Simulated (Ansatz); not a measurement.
Consider the cleavage of the Si–Si bond: `C[SiH](N)[SiH2]O` + `O[SiH2]S` → `O[SiH2]O[SiH2]S` + `C[SiH2]N`.

Isolated molecules relaxed with PBE0-D4/def2-TZVP in Ansatz; ΔE leaves out vibrations. CCSD(T)/CBS adds triple-zeta CCSD(T) − MP2 to the extrapolated MP2 energy (def2 sets, frozen cores). Functionals use def2-TZVPP. One conformer a species, not always the lowest.

`C[SiH](N)[SiH2]O`:

Z-matrix (Å, degrees):
```
C
Si 1 1.870
H 1 1.094 2 111.2
H 1 1.093 2 110.4 3 119.5
H 1 1.092 2 111.0 3 -120.7
N 2 1.748 1 106.9 3 62.3
Si 2 2.350 1 112.4 3 171.6
H 2 1.497 1 108.7 3 -61.2
H 6 1.010 2 118.1 1 -171.3
H 6 1.010 2 117.7 1 -36.9
O 7 1.658 2 102.8 1 -84.7
H 7 1.493 2 113.3 1 155.9
H 7 1.489 2 114.0 1 33.4
H 11 0.965 7 111.5 2 -12.7
```

`O[SiH2]S`:

```xyz
7

O     1.282    0.748   -0.236
Si   -0.295    0.303   -0.336
S    -0.857   -1.163    1.109
H     1.609    1.013    0.625
H    -1.225    1.425   -0.050
H    -0.452   -0.203   -1.715
H    -0.062   -2.122    0.603
```

`O[SiH2]O[SiH2]S`:

Z-matrix (Å, degrees):
```
Si
O 1 1.643
O 1 1.636 2 111.6
H 1 1.475 2 108.1 3 116.7
H 1 1.485 2 107.5 3 -122.1
Si 2 1.629 1 139.3 3 52.1
H 3 0.961 1 116.3 2 -59.0
S 6 2.143 2 112.1 1 -28.4
H 6 1.481 2 110.8 1 87.3
H 6 1.479 2 108.0 1 -149.7
H 8 1.344 6 94.4 2 -73.1
```

`C[SiH2]N`:

```xyz
10

C     1.367   -0.267    0.135
Si   -0.483   -0.263    0.420
N    -1.422    0.682   -0.668
H     1.868   -0.895    0.877
H     1.780    0.742    0.213
H     1.612   -0.657   -0.857
H    -0.745    0.262    1.788
H    -0.977   -1.664    0.314
H    -1.420    1.687   -0.610
H    -1.580    0.374   -1.613
```

```csv
level,ΔE (kcal/mol)
CAM-B3LYP-D4,-35.9
BLYP,-32.1
r2SCANh,-33.2
CCSD/CBS(def2),-35.6
```

Question: What does CCSD(T)/CBS give? (Best estimate.)

Answer: Ansatz gave: -34.6 kcal/mol. The listed levels differ from it by -1.3, 2.5, 1.4, -1.0 kcal/mol.

Question: What do rigid-rotor, harmonic-oscillator terms from PBE0-D4/def2-TZVP frequencies (298.15 K, 1 bar) make of the CCSD(T)/CBS value? (Best estimate.)

Answer: Ansatz gave: ΔZPE = -1.0 kcal/mol, ΔH = -35.6 kcal/mol, ΔS = 3 J/(mol·K), ΔG = -35.8 kcal/mol. Modes under 50 cm⁻¹ make the entropy rough.

Largest T1 diagnostic among the species: 0.012.

In def2-TZVPP, CCSD(T) changes the Hartree–Fock value by +7.0 kcal/mol (the triples alone add +1.0 kcal/mol) and MP2 by +5.5 kcal/mol. Leaving LDA and LC-ωPBE aside and taking each functional with its dispersion term where it has one, the values, not all of them listed here, spread over 10.2 kcal/mol, from BHLYP-D4 to revPBE-D4. LDA lies −0.9 kcal/mol from PBE without D4.
